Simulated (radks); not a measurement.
Results of a calculation; reference values are marked as such.
All-electron atom: Ta in [Xe] 4f14 5d2 6s2 6d1 (not the ground configuration). Level of theory: scalar-relativistic Kohn-Sham, AM05, spin-polarised, spherical densities, point nucleus; open shells are filled with parallel spins first (spin-orbit coupling, left out, can overturn this in heavy ions) (a radial shooting solver on a logarithmic mesh with Libxc functionals).

Unscreened Slater integrals over Kohn-Sham orbitals (cm^-1). They are taken over the spin-up orbitals.

integral,value
"F0(6d,6d)",19686
"F2(6d,6d)",10749
"F4(6d,6d)",7162.8
"F0(6d,5d)",25284
"F2(6d,5d)",2643.4
"F4(6d,5d)",870.78
"G0(6d,5d)",545.84
"G2(6d,5d)",620.31
"G4(6d,5d)",478.22
"F0(6d,6s)",24907
"G2(6d,6s)",855.75
"F0(6d,4f)",25851
"F2(6d,4f)",723.23
"F4(6d,4f)",259.08
"G1(6d,4f)",210.89
"G3(6d,4f)",187.17
"G5(6d,4f)",146.56
"F0(5d,5d)",99677
"F2(5d,5d)",50787
"F4(5d,5d)",33124
"F0(5d,6s)",76678
"G2(5d,6s)",23138
"F0(5d,4f)",130420
"F2(5d,4f)",28825
"F4(5d,4f)",13424
"G1(5d,4f)",11783
"G3(5d,4f)",9859.6
"G5(5d,4f)",7579.5
"F0(6s,6s)",66865
"F0(6s,4f)",87654
"G3(6s,4f)",2844.1
"F0(4f,4f)",317980
"F2(4f,4f)",151980
"F4(4f,4f)",95525
"F6(4f,4f)",68773

Derived for the open shells (J is the average intra-shell exchange parameter used in DFT+U). 5d: Racah B = F2/49 - 5 F4/441 = 660.9 cm^-1, C = 35 F4/441 = 2629 cm^-1, C/B = 3.98, F4/F2 = 0.652, J = (F2 + F4)/14 = 5994 cm^-1. 6d: Racah B = F2/49 - 5 F4/441 = 138.2 cm^-1, C = 35 F4/441 = 568.5 cm^-1, C/B = 4.11, F4/F2 = 0.666, J = (F2 + F4)/14 = 1279 cm^-1.
